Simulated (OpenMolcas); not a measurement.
# Ir5+: moving or changing the point charges

Ir5+ among 4 point charges of -2.5 e arranged as a tetrahedron (Td), 1.83 Å from the ion.

```yaml
Program: OpenMolcas
Method: "SS-CASPT2, IPEA 0.25 Eh, imaginary shift 0.1 Eh (closed shells correlated: 4f 5s 5p)"
Basis: ANO-RCC-VDZP [7s6p4d2f]
Scalar_Hamiltonian: DKH2, point nucleus
Active_space: 4 electrons in 5 orbitals (5d)
State_averaging: 2S+1 = 5 even, 5 roots; 2S+1 = 3 even, 45 roots; 2S+1 = 1 even, 50 roots
Spin-orbit_coupling: state interaction with AMFI integrals over the reference wave functions
```

Runs around this geometry, states (labels of Td). Energies in cm-1 above the lowest state or level, χT in cm3 K/mol; under a threefold ground state the first gap can be a small split of the lowest multiplet, not the spin-orbit step.

| R (Å) | q (e) | Ground state | First state of that spin | First gap with spin-orbit (degeneracies) | χT at 300 K | First state of another spin |
| --- | --- | --- | --- | --- | --- | --- |
| 1.83 | -1.62 | 5T2 | 5E 4050 | 5790 (1, 3) | 0.044 | 3T1 16610 |
| 1.67 | -2.5 | 5T2 | 5E 7690 | 5610 (1, 3) | 0.054 | 3T1 13060 |
| 1.83 | -2.5 | 5T2 | 5E 5500 | 5710 (1, 3) | 0.047 | 3T1 15150 |

Taking the first state of the same spin as R^-n, n = -ln(5500 / 7690) / ln(1.83 / 1.67) = 3.7 between the shortest and longest distance.

Scaling the charges by -1.62 / -2.5 = 0.65 scales the first state of the same spin by 4050 / 5500 = 0.74; with fixed orbitals a first-order splitting would follow the charge.

Roots that are degenerate in the reference are averaged as groups; the widest CASPT2 spread within a group is 280 cm-1 (the 3-fold group of multiplicity 3 near 19100 cm-1 above the lowest state of its run, R = 1.67, q = -2.5). Shifts and gaps below about the spread of the groups concerned are not significant. Point charges give a weaker field than real ligands, and real ions of this kind are as a rule low spin; the high spin found here belongs to the model. Free-ion shares, where given, are those of the reference states; single-state CASPT2 does not remix them. Spin-orbit coupling mixes the spin-free states strongly: the lowest level takes only 44 % from its leading state, 5T2 (figures for R = 1.83, q = -1.62; the like holds for R = 1.67, q = -2.5, R = 1.83, q = -2.5). The ground term spreads over less than 5000 cm-1, several times less than with real ligands, so orbital moments are less quenched and χT lies further from the spin-only value than at real sites (holds for R = 1.83, q = -1.62). Point charges carry no covalency, so the field is a model and not that of real ligands. No measured value stands beside these numbers.
